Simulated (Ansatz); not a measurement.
The cluster Ga2N⁺, relaxed as a triplet with UKS PBE0-D4/def2-TZVP in Ansatz, starting from the PBE0-D4/def2-TZVP geometry of the charge +1 singlet. Force threshold 0.02 eV/Å.

The structure comes from a short search, and lower isomers may exist.

Start:

```xyz
3

Ga   -0.8890    0.9941   -1.1471
Ga    0.8885   -0.9941    1.1475
N     0.0005    0.0000   -0.0004
```

Question: Estimate the energy that the relaxation releases and the steps that it takes.

Answer: 10.9 kcal/mol, in 4 steps; 8 s on 4 threads of Arm Neoverse V2 on a shared host. No frequencies were taken in this run, so the end may be a saddle point.

Question: Does the start keep its bonding and symmetry?

Answer: By distances, no bond broke or formed. The bond that changes most is Ga1–N3, from 1.76 to 1.92 Å (atoms count from 1). Point group D∞h at the start, D∞h at the end, both within 0.05 Å.

Question: Predict the relaxed structure.

Answer: 
```xyz
3

Ga   -0.974    1.088   -1.254
Ga    0.971   -1.088    1.256
N     0.002    0.000   -0.002
```
Bond lengths (bridged metal pairs left out): 2 × Ga–N 1.92 Å.
